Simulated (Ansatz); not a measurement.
Stepwise reaction of `BS` with hydrogen sulfide, as a gas-phase model of exchange steps in deposition or etching. ΔE in kJ/mol; ΔG adds harmonic PBE0-D4 terms to CCSD(T)/CBS, at 1 bar.

Gas-phase electronic energies from Ansatz, PBE0-D4/def2-TZVP geometries. CCSD(T)/CBS adds triple-zeta CCSD(T) − MP2 to the extrapolated MP2 energy (def2 sets, frozen cores). This one scheme is used for every species. DFT in def2-TZVPP. B3LYP here is the variant with VWN-RPA as its local correlation; programs differ in this. Each species was taken in one conformer, which may not be the lowest.

| step | reaction | PBE-D4 | B3LYP-D4 | ωB97M-V | CCSD(T)/CBS | ΔG(400 K) |
| --- | --- | --- | --- | --- | --- | --- |
| 1 | `BS` + H₂S → `SBS` + H₂ | -64.6 | -54.3 | -52.7 | -54.3 | -46.6 |

Q: Give the row of step 2, `SBS` + H₂S → `SB(S)S` + H₂. (Best estimate.)

A: The calculation gave: 
| step | reaction | PBE-D4 | B3LYP-D4 | ωB97M-V | CCSD(T)/CBS | ΔG(400 K) |
| --- | --- | --- | --- | --- | --- | --- |
| 2 | `SBS` + H₂S → `SB(S)S` + H₂ | -39.4 | -31.6 | -30.2 | -33.4 | -29.6 |

Q: By hand: ΔE of the 2 steps together at CCSD(T)/CBS.

A: (-54.3) + (-33.4) = -87.7 kJ/mol, or -43.8 kJ/mol a step.

In ΔE each step is higher than the one before. All are downhill at CCSD(T)/CBS. ΔG lies between -46.6 and -29.6 kJ/mol a step. PBE-D4 differs from CCSD(T)/CBS by -10.3 to -6.0 kJ/mol a step. Isolated molecules leave out the surface, adducts and barriers. Largest T1 diagnostic: 0.015.
